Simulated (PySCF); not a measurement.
C3H10O3Sn (SMILES C[CH](C)[Sn]([OH])([OH])[OH]), singlet, geometry from GFN2-xTB (such geometries of metal compounds can be far from the true shape) (all electrons, no relativity). Base run: HF/STO-3G run with PySCF.

Input for PySCF:
```python
from pyscf import gto, scf

mol = gto.Mole()
mol.atom = '''
    C    -1.93712392   -1.72564346   -0.73818810
    C    -1.78776819   -0.30907281   -0.23905623
    C    -2.30365613    0.72259088   -1.21256626
    Sn    0.37015102    0.09418853    0.19716000
    O     1.48819454    0.27960780   -1.43840828
    O     1.29573826   -1.32453165    1.24115640
    O     0.75610868    1.75423431    1.22525043
    H    -1.45934360   -1.84975476   -1.70722378
    H    -1.50390181   -2.44074845   -0.04189228
    H    -2.99761302   -1.95472921   -0.84807005
    H    -2.25986947   -0.19027627    0.73711375
    H    -3.36376630    0.54188265   -1.39358664
    H    -1.77934704    0.66003138   -2.16358381
    H    -2.19256116    1.73049569   -0.81875808
    H     2.14767988   -0.40904667   -1.51568851
    H     1.56950665   -1.02929775    2.10885310
    H     1.18262288    2.43028568    0.69971101
'''
mol.basis = 'sto-3g'
mol.verbose = 4
mol.build()

mf = scf.RHF(mol)
mf.kernel()
mf.analyze()
```

Each row names what was changed in the base input (with any setting that the change needs).

| change | basis functions | E (Eh) | HOMO (eV) | HOMO-LUMO gap (eV) | dipole (D) | outcome |
|---|---|---|---|---|---|---|
| base | 67 | -6302.88922 | -7.77 | 16.34 | 0.93 | converged |
| basis = jorge-DZP-DKH; relativity = spin-free X2C; nucleus = Gaussian (with mol.nucmod = 'G') | 188 | -6512.81709 | -10.71 | 13.01 | 3.00 | converged |
| basis = jorge-DZP-DKH; relativity = spin-free X2C | 188 | -6512.95962 | -10.71 | 13.01 | 3.00 | converged |
| basis = ANO-RCC-VDZP; relativity = spin-free X2C; nucleus = Gaussian (with mol.nucmod = 'G') | - | - | - | - | - | cut at the time limit |
| basis = x2c-SVPall; relativity = spin-free X2C; nucleus = Gaussian (with mol.nucmod = 'G') | 170 | -6517.07910 | -10.59 | 13.43 | 2.18 | converged |
| basis = x2c-SVPall; relativity = none | 170 | -6232.76232 | -10.52 | 13.69 | 1.27 | converged |
| basis = ANO-RCC-VDZP; relativity = none | - | - | - | - | - | cut at the time limit |
| basis = x2c-SVPall; relativity = spin-free X2C | 170 | -6517.20484 | -10.59 | 13.43 | 2.18 | converged |
| basis = jorge-DZP-DKH; relativity = none | 188 | -6306.68585 | -10.71 | 13.35 | 2.44 | converged |
| basis = ANO-RCC-VDZP; relativity = spin-free X2C | - | - | - | - | - | cut at the time limit |

Absolute energies of different levels of theory aren't comparable as measures of quality.

Basis sets contracted for a relativistic Hamiltonian are a mismatch without it, so the rows without relativity aren't non-relativistic limits. No row has spin-orbit coupling; sets with core potentials leave out the core electrons.
